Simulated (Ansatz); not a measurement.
CdSe₂. The state is a triplet with charge 0. Geometry PBE0-D4/def2-TZVPD, that of the charge -1 doublet; atoms count from 1.

```xyz
3

Cd    0.000    0.000    0.000
Se   -0.733   -2.294   -0.179
Se    0.733    2.294    0.179
```

In the def2 sets Cd takes a core potential; there is no spin–orbit coupling. The structure comes from a short search, and lower isomers may exist.

**Question.** Estimate the Mulliken populations from the PBE0/def2-TZVPD orbitals of Ansatz.

**Answer.** 
```json
{"atom": "Cd1", "charge (e)": "0.59", "spin (α − β)": "-0.09", "d electrons": "9.97"}
{"atom": "Se2", "charge (e)": "-0.29", "spin (α − β)": "1.05", "d electrons": "–"}
{"atom": "Se3", "charge (e)": "-0.29", "spin (α − β)": "1.05", "d electrons": "–"}
```
Mulliken values depend strongly on the basis. With diffuse functions, as here, like atoms can get unlike values, and bond orders can come out too low or too high.

**Question.** Where does the spin sit?

**Answer.** Summed by element: Cd -0.09, Se 2.09, of 2 unpaired in all. Largest on single atoms: Se2 1.05, Se3 1.05, Cd1 -0.09.

**Question.** And the Mayer bond orders between heavy atoms (over 0.3)?

**Answer.** Cd1–Se2 0.96 (2.41 Å); Cd1–Se3 0.96 (2.41 Å).
